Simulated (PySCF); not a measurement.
C₄H₂F₂O₂, SMILES O=C1COC(F)=C1F.

Geometry: B3LYP-D3(BJ)/def2-SVP. This is a generated structure with no PubChem entry under its InChIKey; it may be hypothetical. The values are those of a single conformer.

Computed with HF/def2-TZVP in PySCF.

Computed frontier levels, gap, dipole moment and polarisability:
```json
{
  "highest_occupied_level": "-10.41 eV",
  "lowest_empty_level": "2.38 eV",
  "orbital_gap": "12.78 eV",
  "dipole_moment": "3.28 D",
  "quadrupole, principal values (traceless, Buckingham form, about the centre of nuclear charge)": "-14.33, 6.84, 7.49 D·Å",
  "mean_static_polarisability": "48.2 bohr³ (7.14 Å³)",
  "polarisability_principal_values": "32.3, 48.1, 64.1 bohr³"
}
```
